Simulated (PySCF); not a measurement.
CH₅O, SMILES C[OH2+], charge +1.

The structure is a stationary point at B3LYP-D3(BJ)/def2-TZVP. The isomer is the one that the SMILES or the coordinates give; other isomers of the formula were not compared.

Two levels are set side by side: TDA-PBE/def2-TZVPD (PySCF) and ADC(2)/aug-cc-pVDZ (PySCF). Vertical, same geometry; the bases differ. Differences are taken from unrounded values.

| quantity | ADC(2) |
|---|---|
| lowest singlet excitation (eV) | 9.51 |

Task: What does TDA-PBE give, and how far is it from ADC(2)? (Estimate from the structure and the level; the computed values follow.)

Result: 
| quantity | TDA-PBE | TDA-PBE minus ADC(2) |
|---|---|---|
| lowest singlet excitation (eV) | 8.40 | -1.11 |

Functionals without exact exchange tend to place singlet excitations lower, as here. Differences between two approximate levels are no errors against the true value.

Rough cost on one machine, each run with all the roots and properties that it gave: ADC(2) against TDA-PBE about 2 times.
